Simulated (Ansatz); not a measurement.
Born–Oppenheimer molecular dynamics of BFH4O2 (8 atoms, charge 0, multiplicity 1). It starts at the highest image of a converged band, a first-order saddle point between two minima.

These are results of Ansatz 0.2.0, RKS r2SCAN-D4/def2-SVP, not measurements.

```
ensemble                      : NVE (velocity Verlet)
time step                     : 0.5 fs
steps asked                   : 200
starting velocities drawn for : 300 K
seed                          : 10489
```

First frame:

```xyz
8
Properties=species:S:1:pos:R:3
B 0.067 0.240 0.053
F -0.314 -0.351 1.608
O 1.373 -0.046 -0.259
H 1.458 -0.800 -0.852
H -0.871 -0.074 -0.635
O -0.031 1.599 0.712
H 0.864 1.969 0.773
H -0.234 0.807 1.619
```

Problem. How far do the bonds stretch over the last three quarters of this one trajectory? (Pairs bonded in most of those frames.)

Solution. 
```csv
bond,mean (Å),spread (Å),shortest,longest
B1–O3,1.358,0.018,1.33,1.39
B1–H5,1.212,0.034,1.16,1.26
B1–O6,1.369,0.019,1.33,1.39
F2–H8,0.930,0.006,0.92,0.94
O3–H4,0.970,0.037,0.91,1.02
O6–H7,0.970,0.012,0.95,0.99
```

Mean temperature of the second half: 658 K. The conserved energy stayed within 0.42 meV per atom of its start (net change 0.12 meV per atom), so the integration is sound. The kinetic energy rose, since the run started high on the potential surface and went downhill. It ends in pieces (BH3O2 + FH), so much of that is their flight and rotation, not heat. A run of 0.1 ps of so small a system gives no equilibrium averages. The orbitals stay closed-shell, which can raise the energy where a bond breaks towards radicals; this wasn't checked here.

Run time: 110 s on 2 threads of AMD EPYC 9R45 96-Core Processor (Zen 5) (shared host), peak memory 0.18 GiB.
